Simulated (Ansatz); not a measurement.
**CCSD(T) forces**

SbH3O (SMILES [OH][SbH2]), singlet, displaced at random from a GFN2-xTB minimum.

```csv
atom,x (Å),y (Å),z (Å)
O1,0.5903,-0.6383,0.7710
Sb2,0.0325,0.2198,-0.9039
H3,0.7104,-1.5539,0.6882
H4,-1.6035,0.3190,-0.4328
H5,0.2853,1.7121,-0.1738
```

Program: Ansatz 0.2.0. Basis: def2-TZVPP. Cores are frozen in the correlated methods. Filled d shells of the heavier atoms are correlated. Core potentials replace the inner electrons of the atoms past krypton. The def2 sets are not built for correlating such inner shells, so the correlated values are less sure here.

CCSD(T) forces from the calculation:
```
atom      Fx      Fy  Fz (eV/Å)
  O1  -0.108   1.642      0.426
 Sb2  -0.184  -0.065      0.090
  H3   0.268  -1.854     -0.282
  H4  -0.097  -0.031     -0.159
  H5   0.121   0.307     -0.074
```

Task: Which atom feels the largest CCSD(T) force, and how large is it?

Result: H3, 1.89 eV/Å, along (0.14, -0.98, -0.15).

Root-mean-square difference of the force components from those of CCSD(T): PBE0-D4 0.099; wB97M-V 0.040; r2SCAN-D4 0.129; PBE-D4 0.344; BHLYP-D4 0.243; BLYP-D4 0.427 eV/Å.

The T1 diagnostic stays at or below 0.015. These are differences at one structure, and CCSD(T) in triple zeta is itself an approximation.

For scale, one of the runs: CCSD(T)/def2-TZVPP forces, 123 basis functions (an equivalent command: `ansatz run in.yaml --threads 4`). Time: 33 s of wall clock on 4 CPU threads; the host was shared. Peak host memory: 1.1 GiB.
